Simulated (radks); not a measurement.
Coulomb parameter of the 4f shell of the thulium ion Tm2+ in the model configuration [Xe] 4f12 6s1, as a second difference U = [E(n + 1) + E(n - 1) - 2 E(n)] / (1)^2 with all orbitals relaxed. "Bare": the charge of the atom changes with n. "Screened": the 6s shell takes up the change at fixed total charge, which measures U(4f,4f) + U(6s,6s) - 2 U(4f,6s). All-electron calculation, scalar-relativistic Kohn-Sham, LDA (Slater exchange, Perdew-Wang correlation), spin-unpolarised, spherical densities, point nucleus. Program: a radial shooting solver on a logarithmic mesh with Libxc functionals.

| case | configuration | E - E(n) (eV) |
|---|---|---|
| start | [Xe] 4f12 6s1 | 0.000 |
| bare +1 | [Xe] 4f13 6s1 | -18.258 |
| bare -1 | [Xe] 4f11 6s1 | 36.766 |
| screened +1 | [Xe] 4f13 | -5.950 |
| screened -1 | [Xe] 4f11 6s2 | 13.638 |

U(bare) = 18.508 eV, U(screened by 6s) = 7.688 eV, against the Slater integral F0(4f,4f) = 33.892 eV with frozen orbitals.
